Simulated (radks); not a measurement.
Results of a calculation; reference values are marked as such.
Q: Code: a radial shooting solver on a logarithmic mesh with Libxc functionals. Model: scalar-relativistic Kohn-Sham, LDA (Slater exchange, VWN5 correlation), spin-unpolarised, spherical densities, finite nucleus; Fermi nuclear charge, rms radius of each element as measured or else 0.836 A^(1/3) + 0.57 fm. Response by self-consistent Sternheimer equations with the Hartree and adiabatic LDA kernel, the relativistic mass of each level held fixed and spin-orbit coupling left out. For heavy and open-shell atoms this level of theory can miss by tens of per cent. Rank Ce4+, Pr5+, Pm7+, La3+, Ba2+, Cs+, Nd6+, Xe, Sm8+ (NIST ground configurations) by static dipole polarisability, largest first.

A: Xe 28.72, Cs+ 16.21, Ba2+ 10.71, La3+ 7.684, Ce4+ 5.807, Pr5+ 4.550, Nd6+ 3.679, Pm7+ 2.967, Sm8+ 2.408 bohr^3.
